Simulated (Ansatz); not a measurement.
Gas-phase electronic energies from Ansatz, PBE0-D4/def2-TZVP geometries. CCSD(T)/CBS adds triple-zeta CCSD(T) − MP2 to the extrapolated MP2 energy (def2 sets, frozen cores). Functionals use def2-TZVPP. B3LYP here is the variant with VWN-RPA as its local correlation; programs differ in this. Elements past krypton have def2 core potentials. For Hf outer-core shells are correlated without core-valence functions, which leaves a few kJ/mol of doubt a bond. One conformer a species, not always the lowest.

`[F][Hf]([F])([SH])[Cl]` + `[SiH3]OB(S)Cl` → `[F][Hf]([F])([SH])[SH]` + `[SiH3]OB(Cl)Cl`  (redistribution)

`[F][Hf]([F])([SH])[Cl]`:

Cartesian coordinates in Å:
```
F 1.065 1.063 -1.289
Hf 0.009 0.513 0.179
F 0.569 1.324 1.788
S 0.285 -1.885 0.462
Cl -2.225 1.043 -0.265
H 0.296 -2.059 -0.875
```

`[SiH3]OB(S)Cl`:

```xyz
9

Si    0.956   -1.319    0.273
O     0.565    0.279    0.461
B    -0.382    1.138    0.062
S    -1.758    0.595   -0.988
Cl   -0.260    2.821    0.584
H     2.176   -1.395   -0.563
H     1.214   -1.872    1.621
H    -0.162   -2.043   -0.380
H    -2.349    1.796   -1.069
```

`[F][Hf]([F])([SH])[SH]`:

Cartesian coordinates in Å:
```
F 1.455 1.542 0.969
Hf 0.075 0.672 0.011
F -1.073 1.857 -0.912
S -1.136 -0.636 1.672
S 0.973 -0.817 -1.696
H -1.962 -1.118 0.722
H 1.668 -1.500 -0.766
```

`[SiH3]OB(Cl)Cl`:

Cartesian coordinates in Å:
```
Si -0.704 0.619 0.853
O -0.114 -0.721 0.053
B 0.759 -0.874 -0.941
Cl 1.552 0.517 -1.683
Cl 1.139 -2.476 -1.535
H 0.416 1.334 1.507
H -1.653 0.098 1.859
H -1.395 1.504 -0.113
```

| level | ΔE (eV) |
| --- | --- |
| B3LYP | 0.53 |
| r2SCAN0 | 0.53 |

(1) What does CCSD(T)/CBS give? (An estimate is asked.)

Largest T1 diagnostic among the species: 0.016.

## Answers

(1) The calculation gave: +0.52 eV. The listed levels differ from it by 0.01, 0.01 eV.

In def2-TZVPP, CCSD(T) changes the Hartree–Fock value by −0.08 eV (the triples alone add −0.01 eV) and MP2 by −0.09 eV. Leaving LDA and LC-ωPBE aside and taking each functional with its dispersion term where it has one, the values, not all of them listed here, spread over 0.05 eV, from PBE-D4 to BHLYP-D4. From BLYP to BHLYP (50 % exact exchange), in def2-TZVPP and without D4, ΔE moves by +0.04 eV.
